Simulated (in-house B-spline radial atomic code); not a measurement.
A calculation on Tb L (Tb49+): its settings, and results tabulated from the run. Level of theory: scalar-relativistic (X2C) CAM-B3LYP, spin-polarised, spherical fractional occupations, Fermi nucleus of rms radius 5.06 fm; calculated with a radial B-spline atomic code at the basis-set limit.

Command:
```bash
python run_scf.py task.json out
```
Settings (nuclear radius in fm, mass in u):
```
Z                65
configuration    [Ne] 3s2 3p4
hamiltonian      x2c
method           camb3lyp
spin_polarised   True
nucleus          fermi
rms_radius       5.06
atomic_mass      158.92535
speed_of_light   137.035999084
```

Output (hartree, bohr):
```
 radial grid: 55 intervals, B-splines of order 8, outer radius 1.3883 bohr

 iter        energy (Eh)    residual
    1       -9326.718822    1.03e+01
    2       -9370.644321    6.53e-01
    3       -9370.834568    3.03e-01
    4       -9370.875496    1.40e-01
    5       -9370.886622    1.02e-02
    6       -9370.886684    7.44e-06
    7       -9370.886684    1.09e-07

 total energy                     -9370.88668
 kinetic                           10436.4040
 electron-nucleus                 -20769.8503
 Hartree                            1107.6291
 exact exchange                      -28.3453
 exchange-correlation               -116.7241

 orbital      occ     eigenvalue          <r>       <r^2>       <1/r>       r_max
 1s up      1.000     -2028.6530    0.0207762 0.000598238     78.5951     0.01278
 1s down    1.000     -2028.3750     0.020774 0.000598117     78.6027     0.01278
 2s up      1.000      -435.8388    0.0897483  0.00955525     18.3912     0.07693
 2s down    1.000      -435.6498    0.0897166  0.00954647     18.3929     0.07693
 2p up      3.000      -402.0914    0.0793242  0.00767064     16.1274     0.06189
 2p down    3.000      -401.7911    0.0793375  0.00767167     16.1223     0.06193
 3s up      1.000      -171.6063     0.219232   0.0548643     7.26166      0.2082
 3s down    1.000      -170.7308     0.219485   0.0549934     7.24848      0.2083
 3p up      3.000      -161.2341     0.213911   0.0529085     6.61417      0.2016
 3p down    1.000      -159.9407      0.21425   0.0530866     6.60421      0.2018
```

Cost of the run: 0.18 s on 1 thread of Intel(R) Xeon(R) 6975P-C (shared host).

Caution: exact exchange at fractional occupations of open shells leaves self-interaction of up to several eV.

One-electron X2C: radii and densities carry no picture-change correction, so inner-shell <1/r> comes out high (for 1s by about 2 % at Z = 33, 5 % at 54, 10 % at 75, 30 % at 118) and <r> low.
